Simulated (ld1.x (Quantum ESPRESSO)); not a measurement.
Which change was made? (Pd, TM)

palladium, norm-conserving Troullier–Martins (Kleinman–Bylander form), made with ld1.x (Quantum ESPRESSO) 7.5 (LDA (PZ), fully relativistic). Core [Kr], reference 4d10 5s0 5p0. Waves: 5s (bound, empty): rc 1.90 bohr; 5p (bound, empty): rc 3.55 bohr; 4d (bound): rc 2.00 bohr. Local part: all-electron potential smoothed inside 2.95 bohr (lloc = -1). Core correction: Bessel-smoothed model core, default radius (core density twice the valence density).

Open shells are filled in proportion to 2j + 1 (rel_dist='average').

Cutoffs, loose and tight: the cutoffs (Ry, on a coarse ladder) from which the occupation-weighted sum of valence levels, in a spherical-Bessel basis at the reference potential, stays within 10 and 1 mRy of its value at 400 Ry. They do not see the model core or the augmentation charge, which bear on the density cutoff. Test errors are all-electron minus pseudo excitation energies from the reference, over the configurations 4d9 5s0 5p0; 4d8 5s0 5p0; 4d7 5s0 5p0; 4d6 5s0 5p0; 4d9 5s0 5p1; 4d9 5s1 5p0; 4d9.5 5s0 5p0; variants that change the core or the reference have their own tests. The largest error is taken over the tests solved by every variant that gives reliable tests at all, those not shown here included: 4d6 5s0 5p0; 4d7 5s0 5p0; 4d8 5s0 5p0; 4d9 5s0 5p0; 4d9 5s0 5p1; 4d9.5 5s0 5p0.

The base gives: outcome: generated; cutoff, loose: 50 Ry; cutoff, tight: 80 Ry; bound ghosts: none; largest test error (meV): -2147.

(1) After one change the result is: outcome: generated; cutoff, loose: 40 Ry; cutoff, tight: 70 Ry; bound ghosts: none; largest test error (meV): -2147. Which change was it?
A. local potential all-electron potential smoothed inside 3.54 bohr (lloc = -1)
B. core [Ar] 3d10 4s2, valence charge 16; reference 4p6 4d10 5s0 5p0; waves now 5s (bound): rc 2.80 bohr; 4d (bound): rc 2.15 bohr; 4p (bound): rc 1.10 bohr; local potential the p channel; core correction a·sin(br)/r model core inside 0.90 bohr
C. core correction none
D. all radii but the core radius scaled by about 1.19 (s 2.26, p 4.22, d 2.38 bohr); local potential all-electron potential smoothed inside 3.52 bohr (lloc = -1)

Results:

(1) D. The others give: core correction none → outcome: generated; cutoff, loose: 50 Ry; cutoff, tight: 80 Ry; bound ghosts: none; largest test error (meV): -1455 | local potential all-electron potential smoothed inside 3.54 bohr (lloc = -1) → outcome: generated; cutoff, loose: 50 Ry; cutoff, tight: 80 Ry; bound ghosts: none; largest test error (meV): -2733 | core [Ar] 3d10 4s2, valence charge 16; reference 4p6 4d10 5s0 5p0; waves now 5s (bound): rc 2.80 bohr; 4d (bound): rc 2.15 bohr; 4p (bound): rc 1.10 bohr; local potential the p channel; core correction a·sin(br)/r model core inside 0.90 bohr → outcome: generated, misses its reference levels by 3.05 eV; cutoff, loose: 140 Ry; cutoff, tight: 180 Ry; bound ghosts: p1/2 (extra level of the local part), s; largest test error (meV): -55.
